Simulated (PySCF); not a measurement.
AlB2H5N (calculated)

Computed with PySCF 2.14.0. Calculation on a computer-drawn molecule: the log of a Hartree-Fock and frozen-core CCSD(T) single point meant for a local Hartree-Fock minimum, with one planted fault or none, to be diagnosed. Offsets are logged minus clean, where the clean run is the same molecule without the fault. The reference is restricted for singlets and unrestricted otherwise, and also for a bond in bohr or an excited solution. Adding or removing an electron swaps singlet and doublet. The excited solution moves the top pair (singlet) or top alpha electron (doublet) to the lowest empty orbital. Highest occupied and lowest empty are orbital energies over both spins, largest force is the largest gradient component, triples share is (T) over the correlation energy, the T1 limit is 0.02 restricted and 0.045 unrestricted, electrons count all cores, a negative frequency is imaginary (commonest isotopes), and the dipole is about the centre of nuclear charge.

```yaml
- formula: AlB2H5N
  logged_structure:
    atoms_angstrom:
      - [B, -1.3628, -2.0495, -1.1548]
      - [Al, -0.8092, -0.1728, -2.0579]
      - [B, 0.7893, 0.9121, -1.3991]
      - ["N", 1.8626, 1.6383, -0.9546]
      - [H, -0.9326, -3.1101, -1.5353]
      - [H, -2.137, -2.128, -0.2334]
      - [H, -1.6367, 0.4288, -3.2763]
      - [H, 2.7889, 1.5282, -1.3196]
      - [H, 1.7938, 2.3399, -0.243]
  given:
    meant_charge: 0
    meant_multiplicity: 2
    meant_basis: "cc-pV(D+d)Z"
    logged_electrons: 35
    logged_basis_functions: 90
    logged_SCF_converged: "yes"
    logged_spin_squared: 3.7717
    "logged_highest_occupied [eV]": -7.2042
    "logged_lowest_empty [eV]": -0.21748
    "logged_largest_force [hartree/bohr]": 0.042815
    logged_T1_diagnostic: 0.019822
    logged_D1_diagnostic: 0.066162
    logged_triples_share: 0.028712
    logged_CC_converged: "yes"
    "logged_dipole_magnitude [debye]": 5.4167
    logged_SCF_stable_within_its_kind: "yes"
    "logged_energy_HF [hartree]": -348.50965
    "logged_energy_CCSD(T) [hartree]": -348.94042
    possible_faults: "no fault, one electron removed, one electron added, multiplicity raised by two, geometry at a saddle point, SCF held on an excited solution, minimal basis STO-3G, one bond length entered in bohr, all coordinates scaled"
    drawn_bonds_atom: [1, 2, 3, 1, 1, 2, 4, 4]
    drawn_bonds_other_atom: [2, 3, 4, 5, 6, 7, 8, 9]
    drawn_bonds_order: [1, 1, 1, 1, 1, 1, 1, 1]
  results:
    planted_fault: "multiplicity raised by two"
    "HF_energy_offset_from_clean_run [kcal/mol]": 53.39
    "CCSD(T)_energy_offset_from_clean_run [kcal/mol]": 60.21
```
